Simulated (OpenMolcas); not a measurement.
## N II: effect of the basis set

```json
{"Program": "OpenMolcas", "Method": "CASSCF", "Active space": "2 electrons in 3 orbitals (2p)", "State averaging": "2S+1 = 3 even, 3 roots; 2S+1 = 1 even, 6 roots", "Spin-orbit coupling": "RASSI with atomic mean-field integrals over the reference wave functions, term energies averaged over their components"}
```

A. ANO-R1 [3s2p1d], X2C, finite nucleus; cost of the order of 2.8 core-seconds
B. ANO-L-VTZP [4s3p2d1f], non-relativistic, point nucleus; cost roughly 2.6 core-seconds
C. ANO-RCC-VTZP [4s3p2d1f], DKH2, point nucleus; cost roughly 1.5 core-seconds
D. ANO-R3 [4s4p2d1f], X2C, finite nucleus; cost of the order of 2.3 core-seconds
E. ANO-R2 [4s4p2d1f], X2C, finite nucleus; cost of the order of 4 core-seconds
F. ANO-RCC-VQZP [5s4p3d2f1g], DKH2, point nucleus; cost of the order of 2.2 core-seconds

Energies in cm-1 above 2s2 2p2 3P0, the measured ground level; measured values from NIST Handbook of Basic Atomic Spectroscopic Data.

| Level | A | B | C | D | E | F | Measured |
| --- | --- | --- | --- | --- | --- | --- | --- |
| 2s2 2p2 3P0 | 0.0 | 0.0 | 0.0 | 0.0 | 0.0 | 0.0 | 0.0 |
| 2s2 2p2 3P1 | 47.3 | 47.8 | 47.2 | 47.1 | 47.1 | 47.7 | 48.7 |
| 2s2 2p2 3P2 | 141 | 142 | 141 | 140 | 140 | 142 | 131 |
| 2s2 2p2 1D2 | 17852 | 17756 | 17823 | 17793 | 17793 | 17800 | 15316 |
| 2s2 2p2 1S0 | 44049 | 43797 | 43907 | 43844 | 43844 | 43858 | 32689 |

Deviations, from unrounded energies. A percentage is the sum of absolute deviations over the sum of measured energies, with the sign that they share, or ± where signs differ.

```tsv
Against measurement	Levels	A	B	C	D	E	F
mean absolute deviation (cm-1)	4	3500	3400	3400	3400	3400	3400
fine structure of the ground term (%)	2	±6.4	±6.9	±6.3	±6.2	±6.2	±6.8
other terms of the ground configuration (%)	2	+28.9	+28.2	+28.6	+28.4	+28.4	+28.4
```

A, B, C, D, E, F lie about equally close to measurement. The largest miss of B in the table is 2s2 2p2 1S0, by +11000 cm-1. The ranking rests on the paired levels alone, and a cruder setting can come out closer through cancelling errors.

Among A to F the level of the table that moves most is 2s2 2p2 1S0, by 250 cm-1 (lowest in B, highest in A).

Without dynamic correlation excited terms often stand tens of per cent too high (terms of higher spin than the ground term too low), and those without a measured partner can miss by more than the paired ones. With the s shell closed, the reference lacks s² → p² mixing. Measured partners are found by configuration, term and J. A level has none where our copy of the source lacks it or the pairing is in doubt (some pairs that miss far off the trend of their configuration count as doubtful), and it then counts in no deviation. Levels of configurations outside the active space are missing.
